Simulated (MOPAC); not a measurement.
MOPAC input (PM6):

```
PM6 FORCE THERMO(298,298) PRECISE LET UHF MS=0.5 GEO-OK AUX(PRECISION=9) THREADS=1
C2H7O2Si

C     1.58187482 1   -0.79791123 1   -0.38009214 1
Si    0.02260848 1    0.03340540 1    0.04260760 1
C    -1.38178876 1   -0.61425209 1   -0.96570729 1
O    -0.27114001 1   -0.25830604 1    1.55298648 1
O     0.20265626 1    1.55686014 1   -0.27253958 1
H     2.52625153 1   -0.58763812 1    0.08835247 1
H     1.60619138 1   -1.55790577 1   -1.14541718 1
H    -1.49147442 1   -1.69641344 1   -0.78648992 1
H    -1.16892914 1   -0.45271396 1   -2.03516502 1
H    -2.33681513 1   -0.12695886 1   -0.72704770 1
H    -0.43466641 1   -0.33605130 1    2.41945892 1
H     0.28817033 1    2.43302517 1   -0.36526208 1
```

From the output:

```
     H   12   0.007515   0.008672   0.009663   0.010782   0.022997   3.321614

          HEAT OF FORMATION =    -147.942146 KCALS/MOLE

          ZERO POINT ENERGY      47.272 KCAL/MOL

           NORMAL COORDINATE ANALYSIS (Total motion = 1 Angstrom)

   Root No.       1         2         3         4         5         6         7         8

                 1 A       2 A       3 A       4 A       5 A       6 A       7 A       8 A

                  42.0     119.1     208.1     217.5     261.8     282.4     295.2     560.1

           1    0.0000   -0.0000    0.0061   -0.0000    0.0000   -0.0328    0.0493   -0.0000
           2   -0.0002   -0.0001    0.0739    0.0002   -0.0000   -0.0247   -0.0233    0.0001
           3    0.0048    0.0119   -0.0001    0.0709   -0.0561   -0.0002   -0.0001   -0.0012
           4   -0.0000   -0.0000    0.0053    0.0000    0.0000   -0.0296    0.0463    0.0000
           5    0.0000   -0.0000   -0.0067   -0.0000   -0.0001    0.0450    0.0288   -0.0000
           6   -0.0017   -0.0012    0.0000   -0.0001    0.0458    0.0001    0.0000   -0.0099
           7    0.0002    0.0001   -0.0659   -0.0001   -0.0000    0.0342   -0.0070    0.0000
           8   -0.0000   -0.0000    0.0193   -0.0000   -0.0001    0.0222    0.0509   -0.0001
           9   -0.0119   -0.0000    0.0001   -0.0618   -0.0510   -0.0001   -0.0001   -0.0119
          10   -0.0083    0.0085    0.0243   -0.0610    0.0294    0.0189   -0.0492    0.0101
          11    0.0056   -0.0004   -0.0361   -0.0423   -0.0453   -0.0309   -0.0328    0.0269
          12    0.0041   -0.0044   -0.0216   -0.0021    0.0164   -0.0604    0.0008    0.0229
          13    0.0082   -0.0085    0.0241    0.0611   -0.0294    0.0188   -0.0492   -0.0101
          14   -0.0055    0.0005   -0.0363    0.0422    0.0456   -0.0306   -0.0326   -0.0269
          15    0.0041   -0.0045    0.0216   -0.0021    0.0162    0.0606   -0.0008    0.0230
          16    0.0003    0.0001   -0.0616    0.0006   -0.0012    0.0333    0.1176    0.0006
          17   -0.0045   -0.0008    0.1217    0.0007   -0.0001   -0.0721   -0.0719   -0.0002
          18   -0.3598   -0.0450   -0.0011    0.1562   -0.1376   -0.0003    0.0000    0.0146
          19   -0.0004   -0.0001    0.0756   -0.0007    0.0014   -0.1058   -0.0163   -0.0007
          20    0.0042    0.0006    0.1168   -0.0002    0.0002   -0.0697   -0.0651   -0.0002
          21    0.3957    0.0780    0.0008    0.0751   -0.1049   -0.0005   -0.0003    0.0103
          22    0.0485   -0.2258   -0.1071    0.0098    0.0237    0.0728   -0.0477   -0.0093
          23   -0.0049    0.0726   -0.0074    0.0602    0.0864    0.0487    0.0273   -0.0309
          24    0.0095   -0.1328    0.0010   -0.0961   -0.0963   -0.0015   -0.0003    0.0061
          25   -0.0481    0.2263   -0.1067   -0.0103   -0.0239    0.0728   -0.0475    0.0091
          26    0.0049   -0.0728   -0.0073   -0.0604   -0.0868    0.0482    0.0272    0.0306
          27    0.0094   -0.1324   -0.0010   -0.0961   -0.0963    0.0009   -0.0000    0.0061
          28    0.0002   -0.0002   -0.0697   -0.0001   -0.0000    0.0378   -0.0112   -0.0000
          29   -0.0002   -0.0000    0.1013    0.0003    0.0001   -0.0510    0.1359    0.0002
          30   -0.0707    0.2751    0.0003   -0.0777   -0.0844   -0.0002    0.0000    0.0101
          31   -0.0138    0.0113    0.0333   -0.0752    0.0389    0.0496   -0.1139   -0.1100
          32    0.0074   -0.0003   -0.0494   -0.0510   -0.0602   -0.0758   -0.0729   -0.3451
          33    0.0080   -0.0057   -0.0355   -0.0014    0.0010   -0.1062    0.0025   -0.1723
          34    0.0136   -0.0114    0.0331    0.0754   -0.0390    0.0494   -0.1140    0.1100
          35   -0.0072    0.0005   -0.0495    0.0509    0.0607   -0.0755   -0.0728    0.3460
          36    0.0079   -0.0058    0.0355   -0.0013    0.0005    0.1062   -0.0024   -0.1728

   Root No.       9        10        11        12        13        14        15        16

                 9 A      10 A      11 A      12 A      13 A      14 A      15 A      16 A

                 569.0     583.9     598.4     607.4     654.0     654.3     697.9     749.5

           1   -0.0000    0.0033    0.0180   -0.0011   -0.0045   -0.0153   -0.0702   -0.0003
           2    0.0001   -0.0323   -0.0297   -0.0115    0.0067    0.0223   -0.0255   -0.0010
           3   -0.0077    0.0003    0.0004    0.0001    0.0046   -0.0014    0.0005   -0.0853
           4    0.0000   -0.0007    0.0032   -0.0020   -0.0017   -0.0057   -0.0043    0.0000
           5    0.0000   -0.0004   -0.0011    0.0042    0.0012    0.0042   -0.0053   -0.0003
           6   -0.0092   -0.0000    0.0000    0.0000   -0.0104    0.0023    0.0001   -0.0177
           7    0.0000   -0.0134   -0.0024    0.0011   -0.0064   -0.0220    0.0638    0.0005
           8   -0.0000    0.0154    0.0223    0.0250    0.0108    0.0379    0.0490    0.0006
           9   -0.0057   -0.0001   -0.0001   -0.0001   -0.0584    0.0133   -0.0001    0.0044
          10   -0.0308    0.0094   -0.0194   -0.0147    0.0135    0.0157    0.0149    0.0150
          11   -0.0009    0.0091   -0.0126   -0.0039   -0.0307   -0.0241   -0.0165   -0.0154
          12    0.0218   -0.0014   -0.0201    0.0455    0.0302    0.0287    0.0201    0.0221
          13    0.0307    0.0096   -0.0193   -0.0148   -0.0033    0.0193    0.0151   -0.0152
          14    0.0008    0.0089   -0.0127   -0.0040    0.0140   -0.0341   -0.0167    0.0156
          15    0.0217    0.0014    0.0200   -0.0455    0.0109   -0.0378   -0.0204    0.0225
          16    0.0007   -0.1331   -0.1012   -0.0516    0.0187    0.0625   -0.1659   -0.0006
          17   -0.0002    0.0707    0.0599    0.0266   -0.0111   -0.0363    0.0480    0.0042
          18    0.0080   -0.0006   -0.0007   -0.0003   -0.0276    0.0072   -0.0019    0.3529
          19   -0.0007    0.1501    0.1529    0.0550   -0.0283   -0.0956    0.0163   -0.0001
          20   -0.0001    0.0649    0.0596    0.0259   -0.0094   -0.0308    0.0293    0.0040
          21    0.0143   -0.0004   -0.0007   -0.0002   -0.0195    0.0053   -0.0016    0.3379
          22   -0.0132    0.0513    0.0392    0.0285   -0.0767    0.0999   -0.0473    0.0086
          23   -0.0308    0.0547    0.0515    0.0439   -0.2354    0.1642   -0.0197    0.0230
          24    0.0098   -0.0029   -0.0054   -0.0029    0.0791   -0.0265    0.0006   -0.0084
          25    0.0130    0.0516    0.0396    0.0287    0.1211    0.0549   -0.0469   -0.0086
          26    0.0307    0.0556    0.0526    0.0446    0.2954    0.0433   -0.0186   -0.0224
          27    0.0098    0.0032    0.0058    0.0031    0.0839   -0.0106   -0.0004   -0.0083
          28   -0.0000   -0.0041    0.0022    0.0037   -0.0024   -0.0077    0.0424    0.0003
          29    0.0002   -0.1026   -0.0491   -0.0191   -0.0456   -0.1574    0.3059    0.0021
          30    0.0086    0.0001    0.0001    0.0001    0.0588   -0.0133    0.0001   -0.0038
          31    0.3663   -0.1377    0.1027    0.2302   -0.0305   -0.0275   -0.0397   -0.0077
          32   -0.0179   -0.1086    0.1732   -0.1383    0.0373    0.0479    0.0247    0.0118
          33   -0.1634   -0.0142    0.0523   -0.1534    0.0805    0.0844    0.0650    0.0392
          34   -0.3648   -0.1387    0.1031    0.2310    0.0115   -0.0369   -0.0399    0.0077
          35    0.0190   -0.1078    0.1733   -0.1377   -0.0070    0.0577    0.0250   -0.0120
          36   -0.1632    0.0132   -0.0524    0.1531    0.0248   -0.1078   -0.0656    0.0398

   Root No.      17        18        19        20        21        22        23        24

                17 A      18 A      19 A      20 A      21 A      22 A      23 A      24 A

                 862.4     911.1     917.0    1209.5    1224.2    1229.4    1229.8    2404.5

           1   -0.0243   -0.1301   -0.0012   -0.0113   -0.0416    0.0276   -0.0006    0.0000
           2   -0.0275    0.0092    0.0000    0.0015    0.0019   -0.0005    0.0000   -0.0000
           3   -0.0002    0.0005   -0.0380   -0.0000   -0.0000    0.0000   -0.0002    0.0000
           4    0.0160    0.0946    0.0009    0.0026    0.0024   -0.0006    0.0000    0.0000
           5    0.0838   -0.0184   -0.0003    0.0046   -0.0010   -0.0004    0.0000   -0.0000
           6    0.0000   -0.0010    0.0899   -0.0000    0.0000    0.0000    0.0012   -0.0051
           7   -0.0234   -0.0284   -0.0003   -0.0288   -0.0153   -0.0284    0.0006    0.0000
           8   -0.0894   -0.0015    0.0000   -0.0670    0.0207    0.0101   -0.0002    0.0000
           9   -0.0000    0.0004   -0.0325    0.0000    0.0000   -0.0006   -0.0462    0.0003
          10    0.0099   -0.0178   -0.0219    0.0006    0.0000   -0.0007   -0.0005   -0.0082
          11   -0.0245    0.0159    0.0321    0.0002    0.0002   -0.0002   -0.0004    0.0125
          12    0.0280   -0.0239   -0.0596    0.0005   -0.0006   -0.0001   -0.0007   -0.0189
          13    0.0098   -0.0182    0.0215    0.0006    0.0000   -0.0006    0.0005    0.0082
          14   -0.0245    0.0166   -0.0317    0.0002    0.0001   -0.0002    0.0005   -0.0125
          15   -0.0280    0.0252   -0.0591   -0.0005    0.0005    0.0001   -0.0007   -0.0189
          16   -0.1247   -0.1282    0.0000    0.0530    0.2073   -0.1382    0.0032    0.0000
          17    0.0520    0.0158    0.0010   -0.0385   -0.1541    0.1031   -0.0024    0.0000
          18    0.0014   -0.0023    0.1285    0.0004    0.0018   -0.0012    0.0001    0.0000
          19    0.0699   -0.1722   -0.0029    0.0490    0.2104   -0.1474    0.0034   -0.0000
          20    0.0360   -0.0305    0.0007    0.0331    0.1378   -0.0947    0.0022    0.0000
          21    0.0015   -0.0016    0.1275   -0.0004   -0.0016    0.0010   -0.0001   -0.0002
          22   -0.0632    0.0323   -0.0528    0.1549    0.0980    0.1766    0.2393    0.0005
          23   -0.1268    0.0427   -0.1288    0.1863   -0.1217   -0.1020    0.0354   -0.0016
          24    0.0215   -0.0062    0.0358   -0.0660    0.1216    0.1401    0.0505   -0.0018
          25   -0.0630    0.0311    0.0535    0.1549    0.0990    0.1709   -0.2456   -0.0005
          26   -0.1264    0.0395    0.1300    0.1862   -0.1215   -0.1028   -0.0316    0.0016
          27   -0.0213    0.0053    0.0361    0.0661   -0.1215   -0.1384    0.0551   -0.0018
          28   -0.0176   -0.0139   -0.0002   -0.0235   -0.0073   -0.0166   -0.0001    0.0000
          29   -0.0778   -0.1521   -0.0015    0.2754    0.0164    0.0948   -0.0016   -0.0000
          30    0.0001   -0.0002    0.0201   -0.0003   -0.0007    0.0053    0.4318    0.0001
          31    0.0049    0.0374    0.0046   -0.0015    0.0016    0.0013    0.0020    0.1589
          32    0.0388   -0.0051   -0.0120    0.0016   -0.0012    0.0028    0.0038   -0.2417
          33    0.0513   -0.0423   -0.0656   -0.0016    0.0012   -0.0003    0.0016    0.3703
          34    0.0050    0.0375   -0.0039   -0.0015    0.0017    0.0013   -0.0021   -0.1591
          35    0.0388   -0.0054    0.0119    0.0016   -0.0012    0.0027   -0.0039    0.2423
          36   -0.0513    0.0437   -0.0648    0.0016   -0.0012    0.0003    0.0016    0.3714

   Root No.      25        26        27        28        29        30

                25 A      26 A      27 A      28 A      29 A      30 A

                2415.2    2677.3    2681.7    2710.3    2744.9    2749.0

           1    0.0004    0.0000    0.0003    0.0043   -0.0264    0.0085
           2   -0.0002   -0.0000   -0.0011   -0.0607   -0.0074    0.0013
           3    0.0000   -0.0001    0.0000    0.0007    0.0001   -0.0000
           4   -0.0023    0.0000   -0.0005    0.0005   -0.0014   -0.0002
           5    0.0037   -0.0000    0.0006   -0.0008   -0.0007   -0.0015
           6   -0.0000   -0.0008   -0.0000    0.0000    0.0000    0.0000
           7   -0.0002    0.0003   -0.0442    0.0017   -0.0039   -0.0094
```
